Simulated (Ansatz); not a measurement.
1,3-oxasiletane-2,4-dione (C2H2O3Si), SMILES O=C1[SiH2]C(=O)O1.

The structure is a stationary point at B3LYP-D3(BJ)/def2-SVP.

Two levels are set side by side: PBE/def2-TZVPD (Ansatz, a first-principles code) and PBE0/def2-TZVPD (Ansatz). Energy differences of separate SCF runs at the same geometry; the states with an electron removed or added have multiplicity 2 and 2. Differences are taken from unrounded values.

```csv
quantity,PBE0,PBE,PBE minus PBE0
vertical ionisation energy (eV),10.16,9.74,-0.42
vertical singlet–triplet gap (eV),3.83,3.60,-0.23
```
